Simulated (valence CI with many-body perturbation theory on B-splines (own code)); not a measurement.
## Hf⁴⁰⁺: what each term of the Hamiltonian does

Calculated by relativistic CI+MBPT: four valence electrons over a frozen Dirac-Fock core [Ar] 3d10, a basis of 11 s, 11 p, 9 d, 7 f, 5 g, 2 h, 1 i functions for each j, with the one-electron correlation potential Σ1, the two-electron term Σ2, the three-electron term Σ3, Breit, model QED; selected CI, second order for the rest (own B-spline code, finite nucleus).

The last digits are not significant, and no measured levels were compared; by estimate large intervals hold to a few tenths of a per cent, small ones and those within an open d or f shell to about a per cent.

Each rung adds one term. CI alone is the Dirac-Coulomb CI over the frozen core; QED comes last and gives the full result, which names the levels. Energies are above (4s^2 4p1/2^2) J=0 on the same rung, in cm⁻¹.

Levels are named by their leading jj configuration (3d3/2^4 stands for four electrons in 3d with j = 3/2), which in mixed levels can hold well under half, so a name can repeat and another be missing. Letters in brackets count levels of one name in rising energy.

```
                     Level  CI alone     + Σ1     + Σ2     + Σ3  + Breit     Full
    (4s^2 4p1/2 4p3/2) J=1    636754   638687   640272   640383   632566   633402
    (4s^2 4p1/2 4p3/2) J=2    670788   672733   673809   673851   665715   666553
        (4s^2 4p3/2^2) J=2   1332700  1336580  1339020  1339110  1323390  1325020
    (4s 4p1/2^2 4p3/2) J=2   1373060  1374180  1376690  1376970  1375600  1367580
        (4s^2 4p3/2^2) J=0   1405640  1409530  1410840  1410770  1395430  1397040
    (4s 4p1/2^2 4p3/2) J=1   1491110  1492230  1490300  1490430  1488990  1481160
    (4s^2 4p1/2 4d3/2) J=2   1821760  1822000  1822820  1823140  1812260  1811310
(4s 4p1/2 4p3/2^2) J=2 [a]   1943030  1945480  1950310  1950760  1940430  1935170
    (4s^2 4p1/2 4d3/2) J=1   1968600  1969020  1961780  1961780  1951580  1950160
    (4s^2 4p1/2 4d5/2) J=3   1996360  1998340  2000550  2000880  1988640  1985180
    (4s^2 4p1/2 4d5/2) J=2   2089180  2090780  2086710  2086800  2074670  2071990
    (4s 4p1/2 4p3/2^2) J=3   2105520  2107550  2105900  2106020  2094220  2090190
    (4s 4p1/2 4p3/2^2) J=0   2104970  2107980  2110380  2110540  2101820  2094770
(4s 4p1/2 4p3/2^2) J=1 [a]   2161430  2164440  2163880  2164000  2154770  2147840
(4s 4p1/2 4p3/2^2) J=2 [b]   2188110  2190990  2187490  2187600  2177870  2171320
(4s 4p1/2 4p3/2^2) J=1 [b]   2200850  2203830  2198320  2198370  2189560  2182460
    (4s 4p1/2^2 4d3/2) J=1   2568390  2567780  2568880  2569330  2565560  2555830
    (4s^2 4p3/2 4d3/2) J=2   2590610  2592860  2587510  2587630  2569630  2569070
    (4s^2 4p3/2 4d3/2) J=1   2597740  2600050  2595750  2595900  2577830  2577300
```

Task: How does the ionisation energy move along the ladder, and which term matters most?

Result: CI alone 1965.3, + Σ1 1967.1, + Σ2 1967.3, + Σ3 1967.2, + Breit 1964.8, + QED 1964.9 eV. The largest step is Breit, -2.4 eV. NIST lists 1963 ± 4 eV (theoretical).
